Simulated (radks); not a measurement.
These are the eigenvalues of the occupied orbitals of an atom or ion with whole-number occupations (eV). All-electron calculation, Dirac Kohn-Sham, PBEsol, spin-unpolarised, spherical densities, finite nucleus; Fermi nuclear charge, rms radius of each element as measured or else 0.836 A^(1/3) + 0.57 fm. Program: a radial shooting solver on a logarithmic mesh with Libxc functionals.

1s1/2: -34348.95
2s1/2: -5362.248
2p1/2: -5040.063
2p3/2: -4715.672
3s1/2: -1113.521
3p1/2: -979.5187
3p3/2: -917.9129
3d3/2: -681.8227
3d5/2: -668.7969
4s1/2: -218.1026
4p1/2: -170.6442
4p3/2: -158.3085
4d3/2: -81.4932
4d5/2: -79.4978
5s1/2: -39.2060
5p1/2: -27.6246
5p3/2: -26.0747

Which element is it, and in what charge state? The configuration may be excited. Open shells, if any, fill j = l - 1/2 first.

Answer. Z = 54, xenon, charge +2: Xe2+ in [Kr] 4d10 5s2 5p4. The list shows which subshells hold electrons but not how many an open one holds; the 1s level, -1262.3 hartree, gives Z - s = 50.2 by -(Z - s)^2/2, which with screening and relativity narrows Z to a few neighbours, and the depths of the outer levels then fix element, charge and occupations together.
